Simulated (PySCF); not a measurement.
## Distorted geometries of [Nd(H2O)]3+

[Nd(H2O)]3+ (singlet in the valence; each metal's 4f electrons, 3 of them, lie in its core potential, out of spins and levels). PySCF 2.14.0, RKS PBE, Nd lcecp-1-SVP with ECP49, O def2-SVP, H def2-SVP; non-relativistic Hamiltonian with scalar-relativistic core potentials where named; density fitting; no spin-orbit coupling. Relaxed geometry:

```xyz
4

Nd    0.0000    0.0000   -0.1126
O     0.0000    0.0000    2.1404
H     0.7886    0.0000    2.7768
H    -0.7886    0.0000    2.7768
```

Order these distorted geometries by energy above the relaxed one, lowest first.
A.
```xyz
4

Nd   -0.1165   -0.2293   -0.2363
O    -0.1717    0.0758    2.3149
H     1.0707    0.0782    2.7202
H    -0.7825    0.0753    2.7825
```
B.
```xyz
4

Nd    0.1011   -0.1224   -0.1416
O     0.0312   -0.0023    2.1051
H     0.7669    0.1233    2.9550
H    -0.8992    0.0014    2.6629
```
C.
```xyz
4

Nd   -0.0807    0.0276   -0.1683
O     0.0213   -0.0924    2.1949
H     0.8411    0.0077    2.7056
H    -0.7817    0.0571    2.8492
```

C (0.17 eV), B (0.30 eV), A (3.78 eV).

Which forces (eV/Å) act in the one that lies 0.30 eV up?


```
Nd   0.14  0.00  0.28
O   -0.29  0.39  2.95
H   -1.75 -0.36 -2.27
H    1.90 -0.03 -0.96
```
Forces carry noise of the integration grid, about 0.01 to 0.03 eV/Å.

An lcecp potential fixes the number of 4f electrons, so in runs with it no electron can move into or out of that shell.
